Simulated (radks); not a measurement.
Species: Cd+. Configuration: [Kr] 4d9 5s1 5p1 (not the ground configuration). All-electron calculation, scalar-relativistic Kohn-Sham, LDA (Slater exchange, Perdew-Wang correlation), spin-unpolarised, spherical densities, finite nucleus; Fermi nuclear charge, rms radius 4.6087 fm. Program: a radial shooting solver on a logarithmic mesh with Libxc functionals.

Normalised radial functions P(r) = r R(r), r in bohr:

```
   r/bohr * 3d, o 4d, + 5p (the largest magnitude, 1.71, reaches the edge; | marks zero, & curves that meet)
 0.001043                             &
  0.00162                             &
 0.002516                             &
 0.003875                             &
 0.006017                             &
 0.009342                             &
  0.01451                             &
  0.02234                             &+
  0.03469                             o&
  0.05387                             |o+*
  0.08364                             | +o    *
   0.1288                             +     o          *
      0.2                           + |       o                 *
   0.3106                           + |     o                    *
   0.4823                         o   | +              *
   0.7429                o            |   + *
    1.153              o              +*
    1.791                    o +      *
    2.781                   +      o  *
    4.284                       +     &
    6.651                           + &
    10.33                             &
```

3d: eigenvalue -409.96 eV, 0 radial nodes, <r> = 0.335 bohr, 90 % of the charge inside 0.529 bohr. 4d: eigenvalue -26.229 eV, 1 radial node at r = 0.415 bohr, <r> = 1.23 bohr, 90 % of the charge inside 1.93 bohr. 5p: eigenvalue -9.377 eV, 3 radial nodes at r = 0.135, 0.418, 1.17 bohr, <r> = 3.14 bohr, 90 % of the charge inside 4.68 bohr.
